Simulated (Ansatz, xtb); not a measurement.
**Two structures of AgH2OSn**

Structure X is `[OH][SnH][Ag]`, a doublet and structure Y is a doublet given by its coordinates. Both are isolated molecules in the gas phase, relaxed with B3LYP-D3(BJ)/def2-SVP; the shapes shown needn't be the lowest conformers.

X (Å):

| atom | x (Å) | y (Å) | z (Å) |
| --- | --- | --- | --- |
| Ag | -3.5835 | -3.1448 | -1.3403 |
| O | -0.4750 | -1.0710 | -0.8896 |
| Sn | -2.2838 | -0.7965 | -1.7521 |
| H | -0.2466 | -0.3545 | -0.2801 |
| H | -2.8849 | 0.5674 | -0.7744 |

Y (Å):

```xyz
5

Ag   -2.8394   -1.8220   -2.4874
O    -0.9212   -0.9042   -1.3048
Sn   -2.3961   -1.0098    0.2265
H    -0.3141   -1.6563   -1.2218
H    -3.0375    0.5858   -0.2774
```

Close contacts (Å): Ag1–O2 2.43, Ag1–Sn3 2.87, O2–Sn3 2.13, O2–H4 0.97, Sn3–H5 1.79.

Estimate E(Y) − E(X) at the level CCSD(T)/def2-SVP + ΔMP2/def2-TZVPP.

Calculated at CCSD(T)/def2-SVP + ΔMP2/def2-TZVPP: E(Y) − E(X) = +0.273 eV, so structure X lies lower.

How the difference moves with the method:

```json
{"level": "B3LYP-D3(BJ)/def2-SVP", "geometry": "B3LYP-D3(BJ)/def2-SVP", "E(Y) − E(X) (eV)": "+0.143", "departure from the last row (eV)": "−0.130", "job, with rough time for the two": "optimisation, 7.9 min"}
{"level": "HF/def2-SVP", "geometry": "B3LYP-D3(BJ)/def2-SVP", "E(Y) − E(X) (eV)": "+0.205", "departure from the last row (eV)": "−0.068", "job, with rough time for the two": "part of the CCSD(T) run"}
{"level": "MP2/def2-SVP", "geometry": "B3LYP-D3(BJ)/def2-SVP", "E(Y) − E(X) (eV)": "+0.228", "departure from the last row (eV)": "−0.045", "job, with rough time for the two": "part of the CCSD(T) run"}
{"level": "CCSD(T)/def2-SVP", "geometry": "B3LYP-D3(BJ)/def2-SVP", "E(Y) − E(X) (eV)": "+0.139", "departure from the last row (eV)": "−0.134", "job, with rough time for the two": "single point"}
{"level": "CCSD(T)/def2-SVP + ΔMP2/def2-TZVPP", "geometry": "B3LYP-D3(BJ)/def2-SVP", "E(Y) − E(X) (eV)": "+0.273", "departure from the last row (eV)": "", "job, with rough time for the two": "single point, 5.9 min"}
```

The levels shown agree on the order. The largest departure from CCSD(T)/def2-SVP + ΔMP2/def2-TZVPP is that of CCSD(T)/def2-SVP, 0.134 eV. Levels run at GFN2-xTB geometries aren't shown. The last row adds to CCSD(T) the change of the MP2 difference between the two basis sets, here +0.134 eV, a large step that makes the value less sure.

With harmonic frequencies from B3LYP-D3(BJ)/def2-SVP (ideal gas, rigid rotor, one conformer each, 298.15 K, 1 atm): the zero-point term adds +0.003 eV; ΔH is +0.273 and ΔG +0.284 eV.

Open shells are spin-unrestricted. The correlated steps freeze 5 core orbitals; the filled d shell of Sn is correlated; the last core shell of Ag is correlated, in a basis made for valence electrons. Atoms past krypton carry core potentials in the def2 sets and no spin–orbit term is included. Run with Ansatz 0.2.0; the last row on 1 thread of AMD EPYC (Zen 3) on a shared host.
